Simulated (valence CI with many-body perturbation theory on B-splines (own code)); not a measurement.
**Zr XXVI: what the settings do**

Calculated by configuration interaction combined with many-body perturbation theory (CI+MBPT): five valence electrons over a frozen Dirac-Fock core [Ne], a basis of 6 s, 6 p, 5 d, 3 f, 1 g functions for each j, with the one-electron correlation potential Σ1, the two-electron term Σ2, the three-electron term Σ3, Breit, model QED; selected CI, second order for the rest, scaled by the run's own slope (own B-spline code, finite nucleus).

No measured spectrum was set against this ion. As an estimate, levels of excited configurations hold to 0.05 to 0.15 % of their energy, terms of the ground configuration to about 0.5 %. Among the levels kept, up to 1200 cm⁻¹ of a level comes from second order outside the variational space, and about a tenth of that is noise between levels of different J, which matters for small intervals.

The reference run has the lowest level (3s^2 3p1/2^2 3p3/2) J=3/2 and an ionisation energy of 1266.58 eV. Its largest variational space holds 9987 state functions.

Levels are named by their leading jj configuration (3d3/2^4 stands for four electrons in 3d with j = 3/2), which in mixed levels can hold well under half, so a name can repeat and another be missing. Letters in brackets count levels of one name in rising energy.

Changed runs:
A. logarithmic knot step 0.27 → 0.4
B. size limit of the variational space 10000 → 6000; three-electron term on → off
C. three-electron term on → off
D. highest l in the core sums 6 → 1 (bad on purpose)

Excitation energies of the reference run in cm⁻¹, and shifts in cm⁻¹:

```tsv
Level	Reference	A	B	C	D
(3s^2 3p1/2 3p3/2^2) J=3/2	123224	-1.9	-6.3	-5.5	-77
(3s^2 3p1/2 3p3/2^2) J=5/2	162669	-2.0	+84	+88	+57
(3s^2 3p1/2 3p3/2^2) J=1/2	216310	-1.7	+304	+305	+104
(3s^2 3p3/2^3) J=3/2	334407	-4.1	+189	+193	-152
(3s 3p1/2^2 3p3/2^2) J=5/2	644972	+3.7	-677	-673	-117
(3s 3p1/2^2 3p3/2^2) J=3/2	720509	+2.1	-592	-587	+225
(3s 3p1/2^2 3p3/2^2) J=1/2	737990	+2.8	-536	-535	+95
(3s 3p1/2 3p3/2^3) J=3/2	801011	-1.8	-271	-266	+820
(3s 3p1/2 3p3/2^3) J=5/2	852670	-0.6	-464	-454	+535
(3s^2 3p1/2^2 3d3/2) J=3/2	854313	-3.4	+278	+286	+1999
(3s^2 3p1/2^2 3d5/2) J=5/2	883892	-6.7	+555	+564	+2348
(3s^2 3p1/2 3p3/2 3d3/2) J=3/2 [a]	902357	-5.4	-124	-114	+1589
Ionisation energy (eV)	1266.58	-0.002	+0.32	+0.32	-0.29
```
